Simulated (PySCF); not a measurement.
Start geometry of `FB(c1c(c1[O-])=O)F` from GFN2-xTB (Å):
```
atom  x, y, z in Å
O1    -1.5792    1.9893   -0.0706
C2    -1.1364    0.8476   -0.0291
C3    -1.2932   -0.5776    0.0293
O4    -1.9743   -1.5950    0.0736
C5     0.0063    0.0005   -0.0021
B6     1.4812   -0.1618   -0.0068
F7     2.3732    0.8516   -0.0633
F8     2.1315   -1.3451    0.0446
```

Q: What comes out of this run: PySCF, PBE0-D3(BJ)/def2-SVP geometry optimisation, gas phase?

A: 
```
atom  x, y, z in Å
O1    -1.564    2.176   -0.051
C2    -1.134    1.031   -0.011
C3    -1.281   -0.428    0.058
O4    -1.930   -1.464    0.114
C5     0.011    0.178    0.006
B6     1.508    0.031   -0.020
F7     2.355    1.070   -0.114
F8     2.140   -1.154    0.045
```

The energy falls by 0.82 kcal/mol over 5 energy and gradient evaluations, the largest force component goes from 0.0239 to 1.8e-04 Eh/bohr, and the atoms move by 0.024 Å rms after alignment. The bond that changes most is C2–C3 (both ends carbon bonded to 2 C and O), which lengthens by 0.034 Å. Bonds longer at the end by more than 0.005 Å: 4 of 8; shorter: 2. Among the angles that change most is F7–B6–F8, from 109.9° to 112.9°. Rotational constants go from 3100, 1422, 974.8 to 3012, 1441, 974.9 MHz. The orientation of the end geometry is arbitrary; only internal coordinates are fixed.

The run used 112 basis functions and 38 SCF cycles in all. The run took 22 s wall on one thread of an Arm Neoverse V1, shared host, and the process peaked at 0.64 GiB of memory.

Stationary, but not proved a minimum.
